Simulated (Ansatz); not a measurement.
`[F][AlH][GeH3]` + `[CH3][Al]([OH])[F]` → `[CH3][Al]([F])[O][GeH3]` + `[F][AlH2]`  (cleavage of the Ge–Al bond)

Calculated with Ansatz (gas phase, PBE0-D4/def2-TZVP geometries, no zero-point term in ΔE). CCSD(T)/CBS adds triple-zeta CCSD(T) − MP2 to the extrapolated MP2 energy (def2 sets, frozen cores). This one scheme is used for every species. Functionals use def2-TZVPP. For Ge outer-core shells are correlated without core-valence functions, which leaves a few kJ/mol of doubt a bond. Scalar relativity is left out up to krypton. One conformer a species, not always the lowest.

```tsv
level	ΔE (kJ/mol)
r2SCAN	0.1
SCS-MP2/def2-QZVPP	-19.6
```

(1) What does CCSD(T)/CBS give? (Best estimate.)

Largest T1 diagnostic among the species: 0.013.

Answers

(1) Ansatz gave: -4.6 kJ/mol. The listed levels differ from it by 4.7, -15.0 kJ/mol.

From PBE to PBE0 (25 % exact exchange), in def2-TZVPP and without D4, ΔE moves by −5.6 kJ/mol. In def2-TZVPP, CCSD(T) changes the Hartree–Fock value by +20.8 kJ/mol (the triples alone add +1.2 kJ/mol) and MP2 by +15.9 kJ/mol.
